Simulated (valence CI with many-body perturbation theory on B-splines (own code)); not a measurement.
# Rb24+: electric-dipole lines

Calculated by configuration interaction combined with many-body perturbation theory (CI+MBPT): three valence electrons over a frozen Dirac-Fock core [Ne], a basis of 11 s, 11 p, 10 d, 8 f, 5 g, 2 h functions for each j, with the one-electron correlation potential Σ1 (screened to all orders), the two-electron term Σ2, the three-electron term Σ3, Breit, model QED; selected single and double excitations, second order for the rest, scaled by the run's own slope (own B-spline code, finite nucleus).

No measured spectrum was set against this ion. As an estimate, levels of excited configurations hold to 0.05 to 0.15 % of their energy, terms of the ground configuration to about 0.5 %.

Lines 51 to 100 of 576 in falling wavelength, among levels below 559.26 eV, chosen from the strongest by gf and those to the six lowest levels. Wavelengths and rates use the calculated energies, so an error of 600 cm⁻¹ moves a line at 18.21 nm by 0.11 % and its rate by three times that or more. Electric multipoles are in the length gauge, E1 and E2 with the static RPA response of the core. Weak lines are less certain than strong ones. Lines between different terms over intervals too small for the method are left out, as are lines whose strength nearly cancels. Where a level lies close to another of its J and parity, the split of strength between their lines is uncertain. The highest levels of a list are the least certain.

Names give the largest LS component (configuration and term), which can be under half, so a name can repeat, a term be missing and a line seem to break the LS rules; names also repeat where a configuration has a term twice. Letters in brackets count levels of one name in rising energy.

```
λ vac (nm)               Upper               Lower   A (s⁻¹)  log gf  Branch %
     18.21   3p3d² ²F°_7/2 [d]        3s3d² ²F_5/2  1.09e+10   -0.36       6.9
     18.21       3p3d² ⁴F°_5/2        3s3d² ⁴F_7/2  4.10e+09   -0.91       3.6
     18.19   3p3d² ²D°_5/2 [b]        3s3d² ⁴P_3/2  5.65e+09   -0.77       7.7
     18.09        3p²3d ⁴F_7/2      3s3p3d ⁴F°_9/2  1.13e+10   -0.35      27.3
     18.08       3p3d² ²H°_9/2    3p²3d ²F_7/2 [b]  7.88e+09   -0.41      16.4
     17.99   3p3d² ⁴D°_7/2 [a]        3s3d² ⁴P_5/2  6.18e+09   -0.62       7.3
     17.99    3p²3d ²F_5/2 [b]  3s3p3d ²P°_3/2 [a]  7.18e+09   -0.68       5.4
     17.97         3p³ ⁴S°_3/2        3s3p² ²D_3/2  4.29e+08   -2.08       0.7
     17.96          3d³ ²P_3/2   3p3d² ²P°_3/2 [c]  6.72e+09   -0.89       4.6
     17.92    3p²3d ²F_7/2 [b]  3s3p3d ²F°_7/2 [b]  6.58e+09   -0.60       5.3
     17.89   3p3d² ²F°_5/2 [b]        3s3d² ²D_3/2  7.21e+09   -0.68       5.1
     17.88        3p²3d ⁴F_5/2      3s3p3d ⁴F°_7/2  1.20e+10   -0.46      37.4
     17.86       3p3d² ⁴F°_5/2        3s3d² ⁴F_5/2  4.93e+09   -0.85       4.4
     17.84        3p²3d ⁴F_3/2      3s3p3d ⁴F°_5/2  1.06e+10   -0.70      27.5
     17.70        3p²3d ⁴D_7/2  3s3p3d ²D°_5/2 [a]  7.08e+09   -0.57      14.2
     17.65       3p3d² ⁴D°_5/2        3s3d² ⁴P_5/2  4.32e+09   -0.92       3.4
     17.60  3s3p3d ²F°_7/2 [a]        3s²3d ²D_5/2  4.23e+09   -0.80       9.0
     17.52         3p³ ²D°_3/2        3s3p² ⁴P_5/2  1.27e+10   -0.63      42.1
     17.50   3p3d² ²G°_7/2 [a]        3s3d² ⁴F_5/2  3.21e+09   -0.93       3.9
     17.43        3p²3d ²G_7/2  3s3p3d ²F°_5/2 [a]  1.31e+10   -0.32      45.1
     17.35   3p3d² ²G°_9/2 [b]        3s3d² ²F_7/2  4.50e+10    0.31      30.6
     17.32        3p²3d ⁴F_9/2      3s3p3d ⁴F°_9/2  1.67e+10   -0.12      49.6
     17.24        3p²3d ⁴P_5/2      3s3p3d ⁴D°_7/2  1.28e+10   -0.47      11.6
     17.24   3p3d² ²F°_7/2 [c]        3s3d² ²G_9/2  1.56e+10   -0.25      15.9
     17.19        3s3p² ²P_1/2       3s²3p ²P°_3/2  1.69e+09   -1.82       2.3
     17.18        3p²3d ⁴F_3/2      3s3p3d ⁴F°_3/2  1.04e+10   -0.73      27.1
     17.17        3p²3d ⁴F_7/2      3s3p3d ⁴P°_5/2  1.30e+10   -0.34      31.5
     17.17   3p3d² ²D°_5/2 [d]        3s3d² ²P_3/2  3.19e+10   -0.07      19.3
     17.16   3p3d² ⁴D°_7/2 [b]        3s3d² ⁴P_5/2  1.44e+10   -0.29      10.1
     17.15        3p²3d ²G_7/2      3s3p3d ⁴D°_5/2  3.97e+09   -0.85      13.7
     17.15   3p3d² ²F°_7/2 [c]        3s3d² ²D_5/2  1.12e+10   -0.40      11.4
     17.12       3p3d² ⁴F°_9/2        3s3d² ⁴F_9/2  1.24e+10   -0.26      12.4
     17.12      3s3p3d ⁴F°_3/2        3s3p² ²D_3/2  1.98e+09   -1.46      21.7
     17.06       3p3d² ⁴P°_5/2        3s3d² ⁴P_5/2  4.70e+09   -0.91       4.2
     17.03    3p²3d ²D_5/2 [c]  3s3p3d ²P°_3/2 [c]  7.17e+09   -0.73       5.0
     16.94        3p²3d ⁴P_3/2      3s3p3d ⁴D°_5/2  1.02e+10   -0.76       8.7
     16.93    3p²3d ²D_5/2 [c]  3s3p3d ²D°_5/2 [b]  1.63e+10   -0.38      11.2
     16.90       3p3d² ⁴P°_5/2        3s3d² ⁴P_3/2  1.28e+10   -0.48      11.4
     16.90   3p3d² ²F°_5/2 [c]        3s3d² ²F_5/2  8.16e+09   -0.68       6.5
     16.79       3p3d² ⁴F°_9/2        3s3d² ⁴F_7/2  6.88e+09   -0.54       6.9
     16.76    3p²3d ²F_7/2 [a]      3s3p3d ⁴F°_7/2  4.37e+09   -0.83      17.1
     16.76   3p3d² ²P°_1/2 [b]        3s3d² ²D_3/2  2.01e+10   -0.77      18.1
     16.75   3p3d² ²D°_3/2 [c]        3s3d² ²D_3/2  1.31e+10   -0.66       8.7
     16.72    3p²3d ²D_3/2 [c]  3s3p3d ²P°_3/2 [c]  1.09e+10   -0.74       7.5
     16.72          3d³ ²G_7/2   3p3d² ²F°_5/2 [c]  1.74e+10   -0.23      14.1
     16.71   3p3d² ²F°_7/2 [b]    3p²3d ²F_7/2 [b]  8.08e+09   -0.57       9.0
     16.71   3p3d² ²D°_3/2 [d]        3s3d² ²P_1/2  3.89e+10   -0.19      20.9
     16.60   3p3d² ²G°_7/2 [b]        3s3d² ²F_7/2  1.32e+10   -0.36       9.4
     16.59   3p3d² ⁴D°_7/2 [a]        3s3d² ⁴F_9/2  4.83e+09   -0.80       5.7
     16.53          3d³ ²P_3/2   3p3d² ²D°_5/2 [d]  8.99e+09   -0.83       6.1
```
